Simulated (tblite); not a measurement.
Compound: C6H15NSi2.
Atom-mapped SMILES: `[NH2:1][CH2:2][C@@H:3]1[SiH2:4][CH:5]=[C:6]1[CH2:7][CH2:8][SiH3:9]` (hydrogens: H10, H11 on N1; H12, H13 on C2; H14 on C3; H15, H16 on Si4; H17 on C5; H18, H19 on C7; H20, H21 on C8; H22, H23, H24 on Si9)

Computed with GFN2-xTB (tblite), gas phase: L-BFGS steps from a force-field or distance-geometry start until the largest atomic force falls under 0.01 eV/Å.

Step 31: E = -729.3493 eV
```
atom  x, y, z in Å  |  force x, y, z in eV/Å
N1     -3.7592   -0.3439    0.3244    0.008  -0.026  -0.004
C2     -2.3888   -0.7977    0.1659    0.051   0.019  -0.024
C3     -1.3194    0.2243    0.5742   -0.009   0.069  -0.017
Si4    -1.3032    1.9177   -0.3734   -0.030   0.020   0.036
C5      0.3098    1.0508   -0.7688   -0.032   0.030  -0.033
C6      0.0744   -0.0114    0.0157   -0.004   0.033  -0.052
C7      0.9391   -1.1740    0.3440    0.007  -0.034   0.034
C8      2.3239   -1.1337   -0.3038    0.019   0.024  -0.024
Si9     3.4341    0.3160    0.2522    0.045   0.031   0.025
H10    -3.9333    0.4620   -0.2668    0.026   0.006  -0.001
H11    -3.9289   -0.0589    1.2823    0.023   0.006   0.060
H12    -2.2588   -1.0552   -0.8885    0.036  -0.014  -0.026
H13    -2.2888   -1.7159    0.7557    0.036   0.005  -0.016
H14    -1.3123    0.3029    1.6670    0.014  -0.020  -0.010
H15    -1.2429    3.0791    0.5166   -0.027   0.007  -0.026
H16    -2.2828    2.1359   -1.4392   -0.006  -0.025   0.009
H17     1.1933    1.2572   -1.3488    0.025  -0.007  -0.013
H18     0.4187   -2.0884    0.0377   -0.038  -0.041   0.016
H19     1.0413   -1.2182    1.4326    0.007  -0.045   0.066
H20     2.1972   -1.1090   -1.3867   -0.020  -0.004  -0.033
H21     2.8402   -2.0706   -0.0803   -0.074  -0.006   0.002
H22     2.6956    1.2727    1.0782    0.012  -0.016  -0.012
H23     4.5500   -0.2154    1.0461   -0.028   0.004  -0.008
H24     3.9889    0.9937   -0.9275   -0.039  -0.018   0.052
```

Step 32: E = -729.3510 eV
```
atom  x, y, z in Å  |  force x, y, z in eV/Å
N1     -3.7560   -0.3458    0.3237    0.015  -0.016   0.012
C2     -2.3845   -0.7982    0.1639    0.023   0.016  -0.018
C3     -1.3195    0.2280    0.5741    0.020   0.009  -0.031
Si4    -1.3056    1.9196   -0.3767    0.011  -0.008   0.038
C5      0.3091    1.0503   -0.7709   -0.037   0.069  -0.038
C6      0.0752   -0.0096    0.0169   -0.009   0.052  -0.033
C7      0.9397   -1.1731    0.3464   -0.051   0.001   0.015
C8      2.3228   -1.1323   -0.3042   -0.012   0.009  -0.004
Si9     3.4338    0.3151    0.2534    0.048   0.027   0.024
H10    -3.9292    0.4636   -0.2627    0.025   0.000  -0.016
H11    -3.9216   -0.0612    1.2828    0.015  -0.005   0.059
H12    -2.2554   -1.0577   -0.8908    0.042   0.006  -0.002
H13    -2.2840   -1.7165    0.7545    0.041   0.021  -0.024
H14    -1.3114    0.3036    1.6673    0.000  -0.008  -0.019
H15    -1.2427    3.0798    0.5161   -0.030   0.000  -0.041
H16    -2.2888    2.1350   -1.4409    0.009  -0.024   0.023
H17     1.1939    1.2575   -1.3503    0.000  -0.016  -0.004
H18     0.4132   -2.0833    0.0373   -0.014  -0.057   0.016
H19     1.0405   -1.2216    1.4353    0.014  -0.032   0.047
H20     2.1940   -1.1081   -1.3866   -0.019   0.002  -0.037
H21     2.8357   -2.0700   -0.0806   -0.041  -0.031   0.001
H22     2.6954    1.2707    1.0799    0.007  -0.008  -0.005
H23     4.5480   -0.2187    1.0480   -0.026   0.007  -0.012
H24     3.9856    0.9927   -0.9271   -0.030  -0.014   0.049
```

Step 33: E = -729.3524 eV
```
atom  x, y, z in Å  |  force x, y, z in eV/Å
N1     -3.7523   -0.3471    0.3235    0.016   0.010   0.037
C2     -2.3801   -0.7983    0.1616   -0.001   0.006  -0.008
C3     -1.3192    0.2309    0.5738    0.036  -0.036  -0.030
Si4    -1.3083    1.9204   -0.3789    0.032  -0.019   0.026
C5      0.3078    1.0512   -0.7729   -0.023   0.071  -0.034
C6      0.0759   -0.0071    0.0178   -0.006   0.047  -0.009
C7      0.9393   -1.1726    0.3490   -0.078   0.029  -0.005
C8      2.3216   -1.1311   -0.3045   -0.043  -0.009   0.012
Si9     3.4336    0.3150    0.2548    0.019   0.001   0.018
H10    -3.9245    0.4656   -0.2596    0.023  -0.017  -0.016
H11    -3.9125   -0.0616    1.2842    0.009  -0.020   0.031
H12    -2.2512   -1.0589   -0.8933    0.042   0.022   0.010
H13    -2.2790   -1.7170    0.7520    0.044   0.030  -0.026
H14    -1.3113    0.3046    1.6673   -0.007  -0.002  -0.026
H15    -1.2434    3.0792    0.5150   -0.033   0.008  -0.043
H16    -2.2942    2.1327   -1.4421    0.020  -0.022   0.032
H17     1.1939    1.2583   -1.3512   -0.017  -0.016  -0.002
H18     0.4084   -2.0803    0.0375    0.010  -0.047   0.021
H19     1.0406   -1.2256    1.4387    0.010  -0.013   0.009
H20     2.1904   -1.1073   -1.3870   -0.015   0.007  -0.023
H21     2.8314   -2.0699   -0.0810   -0.018  -0.041  -0.003
H22     2.6946    1.2688    1.0811    0.001   0.005   0.004
H23     4.5452   -0.2212    1.0493   -0.008   0.004  -0.004
H24     3.9817    0.9912   -0.9263   -0.012   0.001   0.032
```

Step 34: E = -729.3535 eV
```
atom  x, y, z in Å  |  force x, y, z in eV/Å
N1     -3.7486   -0.3478    0.3239    0.018   0.021   0.048
C2     -2.3763   -0.7983    0.1594   -0.012   0.002   0.000
C3     -1.3185    0.2326    0.5731    0.031  -0.044  -0.020
Si4    -1.3104    1.9206   -0.3805    0.029  -0.017   0.012
C5      0.3063    1.0529   -0.7749    0.000   0.046  -0.019
C6      0.0764   -0.0041    0.0185    0.001   0.029   0.005
C7      0.9377   -1.1717    0.3512   -0.066   0.036  -0.020
C8      2.3197   -1.1303   -0.3046   -0.054  -0.022   0.018
Si9     3.4335    0.3148    0.2562   -0.021  -0.027   0.009
H10    -3.9198    0.4669   -0.2572    0.018  -0.025  -0.014
H11    -3.9042   -0.0623    1.2860    0.003  -0.027   0.011
H12    -2.2468   -1.0594   -0.8953    0.036   0.033   0.010
H13    -2.2740   -1.7171    0.7493    0.045   0.025  -0.021
H14    -1.3116    0.3056    1.6667   -0.010  -0.001  -0.027
H15    -1.2445    3.0786    0.5133   -0.034   0.020  -0.037
H16    -2.2986    2.1303   -1.4425    0.025  -0.021   0.036
H17     1.1934    1.2589   -1.3519   -0.019  -0.009  -0.010
H18     0.4046   -2.0784    0.0379    0.022  -0.027   0.025
H19     1.0408   -1.2291    1.4415   -0.002   0.007  -0.028
H20     2.1870   -1.1064   -1.3875   -0.011   0.010   0.000
H21     2.8275   -2.0704   -0.0813   -0.010  -0.035  -0.009
H22     2.6938    1.2674    1.0824   -0.003   0.014   0.012
H23     4.5426   -0.2233    1.0504    0.012  -0.002   0.006
H24     3.9782    0.9899   -0.9252    0.004   0.015   0.014
```

Problem. Estimate the geometry and energy of step 35. (The exact step hangs on the optimiser's Hessian estimate; all steps are aligned on step 34, rigid shifts and turns removed.)

Solution. E = -729.3545 eV, largest force 0.072 eV/Å
```
atom  x, y, z in Å  |  force x, y, z in eV/Å
N1     -3.7450   -0.3491    0.3248    0.018   0.025   0.040
C2     -2.3727   -0.7984    0.1577   -0.009   0.000   0.009
C3     -1.3173    0.2341    0.5718    0.011  -0.024  -0.005
Si4    -1.3117    1.9211   -0.3820    0.012  -0.008   0.002
C5      0.3046    1.0555   -0.7776    0.023   0.009   0.003
C6      0.0769   -0.0002    0.0187    0.007   0.002   0.006
C7      0.9347   -1.1699    0.3526   -0.028   0.021  -0.029
C8      2.3168   -1.1300   -0.3043   -0.044  -0.030   0.015
Si9     3.4334    0.3138    0.2580   -0.055  -0.047   0.001
H10    -3.9152    0.4674   -0.2547    0.010  -0.032  -0.002
H11    -3.8980   -0.0658    1.2882    0.000  -0.026  -0.005
H12    -2.2418   -1.0600   -0.8967    0.024   0.040   0.006
H13    -2.2676   -1.7163    0.7474    0.040   0.009  -0.013
H14    -1.3118    0.3073    1.6653   -0.011  -0.001  -0.021
H15    -1.2453    3.0791    0.5105   -0.034   0.030  -0.029
H16    -2.3023    2.1289   -1.4422    0.027  -0.019   0.034
H17     1.1926    1.2590   -1.3535   -0.012   0.003  -0.024
H18     0.4010   -2.0766    0.0384    0.023  -0.004   0.025
H19     1.0404   -1.2320    1.4433   -0.017   0.029  -0.056
H20     2.1838   -1.1051   -1.3879   -0.009   0.010   0.025
H21     2.8231   -2.0716   -0.0816   -0.013  -0.021  -0.014
H22     2.6936    1.2659    1.0844   -0.005   0.018   0.016
H23     4.5409   -0.2261    1.0515    0.024  -0.006   0.013
H24     3.9754    0.9891   -0.9235    0.014   0.022   0.002
```

The energy changes by -0.0010 eV. The first-order estimate −F·Δx gives -0.0015 eV and the mean of the old and new forces, exact on a quadratic surface, -0.0011 eV. The step makes an angle of 68° with the force vector and moves no atom by more than 0.007 Å.

What follows is the cost of the whole relaxation. Time: 1.6 s wall. Hardware: one thread of an Arm Neoverse N1, shared host with 64 logical CPUs at a one-minute load of 56.
